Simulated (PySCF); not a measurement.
## Dipole response of Si²⁺ (silicon, charge +2)

[Ne] 3s2, closed-shell 1S. Calculation: PySCF 2.14, in aug-cc-pwCVQZ (10s9p7d5f3g, 134 functions); no relativity, point nucleus. Coupled (time-dependent) response in atomic units; α is the mean over directions.

```csv
method,mean α (bohr³),C₆ (like pair),S(−4)
wB97M-V,11.44,38.71,77.68
```

S(−4) is the Cauchy moment in α(ω) = α(0) + S(−4) ω² + …

α(iu) at wB97M-V:

```
u (hartree)  α(iu) (bohr³)
          0          11.44
     0.0500          11.25
      0.100          10.71
      0.200          9.006
      0.300          7.135
      0.500          4.337
      0.750          2.520
       1.00          1.636
       1.50         0.8775
       2.00         0.5732
       3.00         0.3283
       5.00         0.1700
```

A single London oscillator, α(iu) = α/(1 + u²/ω²), gives C₆ = (3/4) ω α². Matching the computed C₆ needs ω = 4 × 38.71 / (3 × 11.44²) = 0.394 hartree.

For an ion, C₆ is the dispersion term alone; charge-induced terms of lower order in 1/R come first.
